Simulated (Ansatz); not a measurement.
Total energies of SiMe2(SiMe3)2 (C8H24Si3) from Ansatz at PBE0-D4/def2-SVP, gas phase (1 Eh = 27.2114 eV = 2625.5 kJ/mol). The reference geometry is relaxed at PBE-D4/def2-SVP.

```csv
atom,x (Å),y (Å),z (Å)
Si1,-0.1014,-0.7513,0.6580
C2,-1.6508,-1.8581,0.8274
H3,-2.4299,-1.5682,0.0929
H4,-2.0928,-1.7745,1.8424
H5,-1.3977,-2.9247,0.6530
C6,1.2032,-1.3109,1.9377
H7,0.8061,-1.2291,2.9711
H8,2.1183,-0.6872,1.8739
H9,1.4992,-2.3675,1.7692
Si10,-0.7192,1.4899,1.0590
C11,0.6490,2.6746,0.4708
C12,-2.3268,1.8796,0.1191
C13,-1.0105,1.7609,2.9202
H14,0.3867,3.7278,0.7063
H15,0.7992,2.6002,-0.6260
H16,1.6185,2.4487,0.9610
H17,-2.2061,1.7188,-0.9718
H18,-3.1570,1.2306,0.4664
H19,-2.6320,2.9358,0.2774
H20,-1.8077,1.0905,3.3030
H21,-0.0891,1.5587,3.5042
H22,-1.3199,2.8080,3.1244
Si23,0.7961,-0.9684,-1.5123
C24,-0.3060,-0.0709,-2.7778
C25,2.5409,-0.2121,-1.5568
C26,0.9099,-2.8075,-1.9886
H27,0.0814,-0.2102,-3.8092
H28,-0.3436,1.0192,-2.5744
H29,-1.3464,-0.4558,-2.7509
H30,2.5241,0.8610,-1.2772
H31,3.2188,-0.7348,-0.8508
H32,2.9813,-0.2939,-2.5731
H33,1.5551,-3.3655,-1.2790
H34,-0.0912,-3.2860,-1.9841
H35,1.3402,-2.9278,-3.0056
```

```csv
state,geometry,energy (Eh)
charge 0 singlet,reference,-1186.64722
charge 1 doublet,reference,-1186.35211
charge -1 doublet,reference,-1186.57536
free Si atom (triplet),–,-289.15194
free C atom (triplet),–,-37.76066
free H atom (doublet),–,-0.50029
```

(1) Work out the vertical ionisation energy to the doublet.

(2) Work out the vertical electron affinity, to the doublet.

(3) Give the fundamental gap IE − EA, the Mulliken electronegativity (IE + EA)/2 and the hardness (IE − EA)/2.

(4) What is the binding energy per atom against free atoms?

(1) E(charge 1 doublet) − E(charge 0 singlet) = -1186.35211 − (-1186.64722) = 0.29511 Eh = 8.03 eV. For comparison, −ε of the highest occupied level is 6.49 eV at this level, 1.54 eV less.

(2) E(charge 0 singlet) − E(charge -1 doublet) = -1186.64722 − (-1186.57536) = -0.07186 Eh = -1.96 eV; negative, so the extra electron isn't bound. The basis lacks diffuse functions, which makes affinities too small.

(3) From the values in Eh: IE − EA = 0.29511 − (-0.07186) = 0.36697 Eh = 9.99 eV; (IE + EA)/2 = 3.04 eV; (IE − EA)/2 = 4.99 eV. The HOMO–LUMO gap of the same run is 7.23 eV, 2.76 eV smaller than the fundamental gap.

(4) Atoms: 3 × (-289.15194) + 8 × (-37.76066) + 24 × (-0.50029) = -1181.54806 Eh. Binding: -1181.54806 − (-1186.64722) = 5.09916 Eh = 138.76 eV, or 3.96 eV for each of 35 atoms (no zero-point energy, no counterpoise term).

At PBE0-D4/def2-SVP the highest occupied level of the charge -1 doublet lies above zero (up to 3.27 eV). By energy differences it is unbound by 1.96 eV (vertical, against the charge 0 singlet, at PBE0-D4/def2-SVP) and held by the finite basis.
